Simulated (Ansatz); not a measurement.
System: C4H9F3Si, net charge 0, singlet state. 
Geometry from a B3LYP-D3(BJ)/def2-TZVP (Ansatz, a program for electronic structure) optimisation:
```xyz
17

C     -1.7251    -1.1841    -0.3640
C     -0.9343     0.1341    -0.4440
C     -1.6941     1.2442     0.3043
C     -0.7400     0.5370    -1.9169
Si     0.7269    -0.1043     0.3455
F      0.6048    -0.5229     1.8719
F      1.6020     1.2195     0.2999
F      1.5707    -1.2388    -0.3767
H     -2.7062    -1.0498    -0.8282
H     -1.8864    -1.4980     0.6688
H     -1.2169    -1.9943    -0.8900
H     -2.6751     1.3895    -0.1569
H     -1.8547     0.9892     1.3534
H     -1.1634     2.1971     0.2636
H     -1.7167     0.6792    -2.3882
H     -0.2079    -0.2314    -2.4806
H     -0.1862     1.4727    -2.0116
```

Computed values are from Ansatz. Valence correlation only, unless marked. UHF or UKS for open shells. No spin-orbit coupling. No relativistic terms. CBS(X,Y): correlation extrapolated as X^-3; Hartree-Fock from the larger set. [CCSD(T)-MP2]/basis is that difference in the basis named.

Task: What is the total energy at RI-MP2/CBS(aug-cc-pV(T+d)Z,aug-cc-pV(Q+d)Z)+[CCSD(T)-MP2]/aug-cc-pV(T+d)Z?

Result: -746.3218 Eh.

Task: What is the dipole moment at CCSD(T)/aug-cc-pV(D+d)Z?

Result: 2.59 D.

Task: What is the T1 diagnostic at CCSD/aug-cc-pV(T+d)Z?

Result: 0.011.

Task: What is the atomisation energy De at RI-MP2/CBS(aug-cc-pV(T+d)Z,aug-cc-pV(Q+d)Z)+[CCSD(T)-MP2]/aug-cc-pV(T+d)Z?

Result: 7121.4 kJ/mol.
